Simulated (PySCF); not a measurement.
## Radial density of O (oxygen, neutral)

wB97X, [He] 2s2 2p4, high-spin 3P determinant. Computed with PySCF 2.14 in def2-QZVPPD, with no relativity, point nucleus.

| r (bohr) | 4πr²ρ (e/bohr) | 4πr²(ρα − ρβ) |
| --- | --- | --- |
| 0.00375 | 0.05224 | 0.0000 |
| 0.00631 | 0.1419 | 0.0001 |
| 0.0106 | 0.3745 | 0.0003 |
| 0.0179 | 0.9438 | 0.0007 |
| 0.0301 | 2.197 | 0.0017 |
| 0.0505 | 4.484 | 0.0047 |
| 0.0850 | 7.361 | 0.0163 |
| 0.143 | 8.463 | 0.0708 |
| 0.241 | 5.716 | 0.2891 |
| 0.405 | 3.170 | 0.8665 |
| 0.681 | 4.422 | 1.5515 |
| 1.14 | 4.006 | 1.3011 |
| 1.93 | 1.320 | 0.3978 |
| 3.24 | 0.1332 | 0.0322 |
| 5.45 | 0.002802 | 0.0003 |
